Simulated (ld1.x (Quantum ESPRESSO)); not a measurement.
# Before and after: TM potential for antimony (Sb)

```json
{"Element": "antimony", "Generator": "ld1.x (Quantum ESPRESSO) 7.5", "Type": "norm-conserving Troullier–Martins (Kleinman–Bylander form)", "Functional": "PBE", "Relativity": "scalar-relativistic", "Frozen core": "[Kr] 4d10", "Valence charge": "5", "Reference configuration": "5s2 5p3", "Partial waves": "5s (bound): rc 1.80 bohr; 5p (bound): rc 1.70 bohr", "Local potential": "all-electron potential smoothed inside 1.70 bohr (lloc = -2)", "Core correction": "Bessel-smoothed model core, default radius (core density twice the valence density)"}
```

Change: all radii but the core radius scaled by about 1.26 (s 2.26, p 2.14 bohr); local potential all-electron potential smoothed inside 2.14 bohr (lloc = -2).

Cutoffs: the cutoffs (Ry, on a coarse ladder) from which the occupation-weighted sum of valence levels, in a spherical-Bessel basis at the reference potential, stays within 10 and 1 mRy of its value at 400 Ry; they do not see the model core or the augmentation charge, which bear on the density cutoff. Errors are all-electron minus pseudo energies relative to the spin-unpolarised reference configuration.

What does the change do?

The potential gets softer (40 Ry and 80 Ry → 21 Ry and 30 Ry); of the 7 tests that both files solve, the error grows in 5 and shrinks in 0 by more than 15 % and 0.3 meV (median size 23.0 → 32.1 meV); neither file shows a bound ghost. A larger radius leaves more room for a smooth pseudo-wave, so fewer plane waves are needed. More of the atom is replaced by a form fitted at one configuration, so other configurations suffer.

```csv
quantity,base,changed
"cutoff, loose",40 Ry,21 Ry
"cutoff, tight",80 Ry,30 Ry
loose cutoff by channel (10 mRy a level),"s 12 Ry, p 35 Ry","s 10 Ry, p 8 Ry"
bound ghosts,none,none
"error for 5s2 5p2, meV [ΔE 8.32 eV]",-2.2,-4.6
"error for 5s2 5p1, meV [ΔE 24.28 eV]",-23,-32
"error for 5s2 5p0, meV [ΔE 48.70 eV]",-124,-129
"error for 5s1 5p3, meV [ΔE 17.05 eV]",-10,-27
"error for 5s0 5p5, meV [ΔE 16.43 eV]",-23,-67
"error for 5s1 5p0, meV [ΔE 92.99 eV]",-461,-469
"error for 5s2 5p2.5, meV [ΔE 3.26 eV]",-0.5,-1.1
```
